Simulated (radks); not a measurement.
Results of a calculation; reference values are marked as such.
Question: All-electron atom: Nd4+ in [Kr] 4d10 4f2.5 5s2 5p5.5 (fractional occupations, a model configuration). Level of theory: Dirac Kohn-Sham, PBE, spin-unpolarised, spherical densities, finite nucleus; open shells fill j = l - 1/2 first; Fermi nuclear charge, rms radius 4.9123 fm (a radial shooting solver on a logarithmic mesh with Libxc functionals). Some entries of the table are withheld. Estimate them.

| orbital | occ. | eigenvalue (hartree) | <1/r> (bohr^-1) |
|---|---|---|---|
| 1s1/2 | 2 | -1595.103 | 66.04 |
| 2s1/2 | 2 | -259.3834 | 15.63 |
| 2p1/2 | 2 | -245.4920 | 15.61 |
| 2p3/2 | 4 | -226.3827 | 14.03 |
| 3s1/2 | 2 | -57.71045 | 5.663 |
| 3p1/2 | 2 | (1) | (2) |
| 3p3/2 | 4 | (3) | (4) |
| 3d3/2 | 4 | -37.62625 | 5.050 |
| 3d5/2 | 6 | -36.80220 | 4.950 |
| 4s1/2 | 2 | -12.90001 | 2.360 |
| 4p1/2 | 2 | -10.65582 | (5) |
| 4p3/2 | 4 | -9.82117 | (6) |
| 4d3/2 | 4 | -6.12639 | 1.910 |
| 4d5/2 | 6 | -5.97744 | 1.878 |
| 5s1/2 | 2 | (7) | 0.9473 |
| 5p1/2 | 2 | (8) | 0.8539 |
| 5p3/2 | 3.5 | (9) | 0.8111 |
| 4f5/2 | 2.5 | (10) | 1.391 |
| 4f7/2 | 0 | (11) | 1.380 |

Answer: 
(1) 3p1/2 eigenvalue (hartree): -51.77681
(2) 3p1/2 <1/r> (bohr^-1): 5.577
(3) 3p3/2 eigenvalue (hartree): -47.96286
(4) 3p3/2 <1/r> (bohr^-1): 5.181
(5) 4p1/2 <1/r> (bohr^-1): 2.256
(6) 4p3/2 <1/r> (bohr^-1): 2.125
(7) 5s1/2 eigenvalue (hartree): -3.00660
(8) 5p1/2 eigenvalue (hartree): -2.36012
(9) 5p3/2 eigenvalue (hartree): -2.22489
(10) 4f5/2 eigenvalue (hartree): -1.74368
(11) 4f7/2 eigenvalue (hartree): -1.72548
